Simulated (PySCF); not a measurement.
# Excitation energy of Ge by level of theory

Ge [Ar] 3d10 4s2 4p2 (3P) → Ge [Ar] 3d10 4s1 4p2 5s1 (5P), as a difference of total energies. All numbers are calculated (PySCF 2.14, the spin-free X2C one-electron Hamiltonian (Gaussian nucleus), in aug-cc-pVQZ-DK (8s7p5d3f2g, 93 functions)). Correlated levels: valence: [Ar] 3d10 frozen. The calculations carry no spin-orbit coupling.

```
           method  excitation energy (eV)
              UHF                   9.187
              LDA                  11.484
              PBE                  11.219
             PBE0                  10.951
           r2SCAN                  10.948
             BLYP                  11.622
        CAM-B3LYP                  11.491
           B2PLYP                  11.072
          LC-wPBE                  11.014
    MP2 (valence)                  10.247
SCS-MP2 (valence)                  10.588
```

Problem. How much does correlation contribute at MP2 (valence)?

Solution. 10.247 − (9.187) = 1.060 eV, measured against UHF.

The upper state lies above the first ionisation limit, but in LS coupling its spin forbids autoionisation to the ground ion. A Rydberg-like electron needs more diffuse functions than a valence basis has.

The promoted electron is Rydberg-like, and one or two diffuse shells describe it only roughly, which tends to raise the upper state.
